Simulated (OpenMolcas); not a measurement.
Pd2+ (d8) among equal point charges was computed by CASSCF with the d shell active (OpenMolcas, ANO-RCC-VDZP on the metal). Its lowest spin-free states, and all those of the highest spin:

```
2S+1  Degeneracy  E (cm-1)
   3           3       0.0
   3           3      6426
   1           3     13608
   3           1     14068
   1           2     14286
   3           3     19215
   1           3     22382
   1           3     24642
   1           1     24649
   1           2     28860
   1           1     52334
```

Q: Is the site octahedral, tetrahedral or cube-like, axial, or of lower symmetry?

A: The states with 2S+1 = 3 have orbital degeneracies 3, 3, 1, 3. Threefold states need a cubic site. For d8 at this spin an octahedron puts the single A2 below the threefold T2 and a tetrahedron or cube puts the threefold T1 below the threefold T2, so the site is a tetrahedron or a cube, which this pattern cannot tell apart. The run had Pd2+ among 8 point charges of -1.2 e arranged as a cube (Oh), 1.88 Å from the ion.

An orbital triplet at a regular site is open to Jahn-Teller coupling, which can distort the site and quench the lowest spin-orbit gaps and is left out. Without dynamic correlation the repulsion within the d shell is too large (B by tens of per cent), so at a given field states of lower spin stand too high. Real 4d8 and 5d8 ions are as a rule square planar and diamagnetic. This is an electrostatic model: the charges have no orbitals. No measured value stands beside these numbers.
